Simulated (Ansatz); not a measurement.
A nudged elastic band was laid between two geometries of a periodic cell of 17 atoms, Nb$_{16}$Pd (surface Nb(100), adsorbate Pd).

Level of theory: DFT LDA, scalar-relativistic, plane waves, PAW (Ansatz). Settings: cutoff 420 eV, k mesh 3x3x1, gaussian smearing 0.05 eV, no spin polarisation.

```json
{
  "movable images": "2",
  "climbing image": "no",
  "spring": "5.0 eV/Å²",
  "optimiser": "quadratic models (default)",
  "start path": "default",
  "force threshold": "0.05 eV/Å",
  "iteration limit": "50",
  "end points": "relaxed",
  "atoms held": "1 to 4"
}
```

First end point:

```xyz
17
Lattice="6.6000 0.0000 0.0000 0.0000 6.6000 0.0000 0.0000 0.0000 16.9500" Properties=species:S:1:pos:R:3
Nb 1.650 1.650 1.000
Nb 4.950 1.650 1.000
Nb 1.650 4.950 1.000
Nb 4.950 4.950 1.000
Nb 0.007 0.012 2.376
Nb 3.288 0.012 2.375
Nb 0.007 3.293 2.376
Nb 3.288 3.293 2.376
Nb 1.644 1.655 4.047
Nb 4.947 1.653 4.069
Nb 1.647 4.953 4.069
Nb 4.942 4.957 3.958
Nb -0.023 -0.020 5.478
Nb 3.306 -0.007 5.482
Nb -0.032 3.332 5.474
Nb 3.318 3.321 5.478
Pd 4.938 4.961 6.829
```

Last end point:

Only the atoms that move by more than 0.05 Å are listed.
```
Nb10 4.942 1.657 3.958
Nb12 4.947 4.953 4.069
Nb13 -0.032 0.032 5.474
Nb15 -0.023 3.280 5.478
Pd17 4.938 8.261 6.829
```

Task: Which bonds break or form, and what moves?

Result: The atom that moves furthest is Pd17, by 3.30 Å; four of its nearest neighbours are Nb13 2.67, Nb16 2.67, Nb14 2.67, Nb15 2.67 Å at the first end and Nb15 2.67, Nb14 2.67, Nb16 2.67, Nb13 2.67 Å at the last.

Task: What energy profile does the band end with?

Result: It converged. The highest image is number 1 of 0 to 3, 0.90 eV above the ends, which have the same energy within 2 meV. No image climbed, so the highest image needn't sit at the top of the path. A band with more images between the same ends climbed to 1.35 eV, so this one has probably stepped over the top. Limits of this set-up: coarse k mesh, thin slab, slab without dipole correction, a typed lattice constant that wasn't relaxed here.

```json
{"image": "0", "path coordinate (Å)": "0.00", "energy (eV)": "0.00", "Nb12–Pd17 (Å)": "2.87", "Nb10–Pd17 (Å)": "4.30"}
{"image": "1", "path coordinate (Å)": "1.22", "energy (eV)": "0.90", "Nb12–Pd17 (Å)": "2.94", "Nb10–Pd17 (Å)": "3.55"}
{"image": "2", "path coordinate (Å)": "2.45", "energy (eV)": "0.88", "Nb12–Pd17 (Å)": "3.57", "Nb10–Pd17 (Å)": "2.94"}
{"image": "3", "path coordinate (Å)": "3.67", "energy (eV)": "0.00", "Nb12–Pd17 (Å)": "4.30", "Nb10–Pd17 (Å)": "2.87"}
```

Task: What is the geometry of the highest image?

Result: 
```xyz
17
Lattice="6.6000 0.0000 0.0000 0.0000 6.6000 0.0000 0.0000 0.0000 16.9500" Properties=species:S:1:pos:R:3:forces:R:3
Nb 1.650 1.650 1.000 0.00 0.06 -0.16
Nb 4.950 1.650 1.000 0.00 -0.15 0.16
Nb 1.650 4.950 1.000 0.00 0.01 -0.05
Nb 4.950 4.950 1.000 0.00 0.01 0.09
Nb -0.001 0.018 2.406 0.00 0.03 0.01
Nb 3.301 0.018 2.406 0.00 0.03 0.01
Nb -0.029 3.323 2.380 0.00 0.05 0.01
Nb 3.330 3.323 2.380 0.00 0.05 0.01
Nb 1.650 1.779 3.973 0.00 0.08 -0.09
Nb 4.950 1.681 4.052 0.00 0.09 -0.02
Nb 1.650 4.909 4.029 0.00 0.08 0.05
Nb 4.950 5.003 4.065 0.00 0.09 -0.02
Nb 0.302 0.135 5.472 -0.01 0.29 -0.02
Nb 2.998 0.134 5.472 0.01 0.29 -0.02
Nb -0.124 3.379 5.534 0.00 0.16 0.00
Nb 3.424 3.378 5.534 0.00 0.16 0.00
Pd 4.950 6.044 6.815 0.00 -1.33 0.03
```

The run took 2.7 min on 4 threads of AMD EPYC 9R45 (Zen 5), on a shared host, peak memory 2.8 GiB.
